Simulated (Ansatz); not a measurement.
`C[SiH2]C[SiH2]F` → `C[SiH2]F` + `C[SiH]` at 700 K and 1 bar (silylene formation by 1,1-elimination).

Program: Ansatz. Geometries: PBE0-D4/def2-TZVP. ΔE: electronic, gas phase. CCSD(T)/CBS adds triple-zeta CCSD(T) − MP2 to the extrapolated MP2 energy (def2 sets, frozen cores). This one scheme is used for every species. One conformer a species, not always the lowest.

| species | CCSD(T)/CBS energy (Eh) | H − E (kJ/mol) | S (J/(mol·K)) |
| --- | --- | --- | --- |
| `C[SiH2]C[SiH2]F` | -759.56234 | 364.0 | 538.2 |
| `C[SiH2]F` | -430.00374 | 203.1 | 369.0 |
| `C[SiH]` | -329.46712 | 152.0 | 322.2 |

H − E and S are ideal-gas, rigid-rotor, harmonic terms from PBE0-D4/def2-TZVP, for one conformer and one mirror image of each species. 1 Eh = 2625.50 kJ/mol, R = 8.31446 J/(mol·K).

Question: By hand: ΔE, ΔH, ΔS and ΔG.

Answer: ΔE = (-430.00374) + (-329.46712) − (-759.56234) = 0.09148 Eh = 240.2 kJ/mol. Δ(H − E) = 203.1 + 152.0 − 364.0 = -8.9, so ΔH = 231.3 kJ/mol. ΔS = 369.0 + 322.2 − 538.2 = 153.0 J/(mol·K). ΔG = 231.3 − 700 × (153.0)/1000 = 124.2 kJ/mol.

Question: By hand: the equilibrium constant, and the temperature at which ΔG would vanish if ΔH and ΔS stayed fixed.

Answer: log₁₀ K = −ΔG/(RT ln 10) = -9.3. ΔG = 0 at ΔH/ΔS = 1512 K.

The number of gas molecules changes by +1, which sets the sign of ΔS. A doubt of 5 kJ/mol in ΔE shifts log₁₀ K by 0.4 here. Other conformers and mirror images would add mixing entropy, several J/(mol·K) or more a flexible species. Modes under 60 cm⁻¹, often nearly free rotors, make the harmonic entropy too high. These are equilibria of isolated gas molecules and say nothing of rates. Largest T1 diagnostic: 0.012 (customary marks: 0.02 for closed shells, 0.045 for open ones).
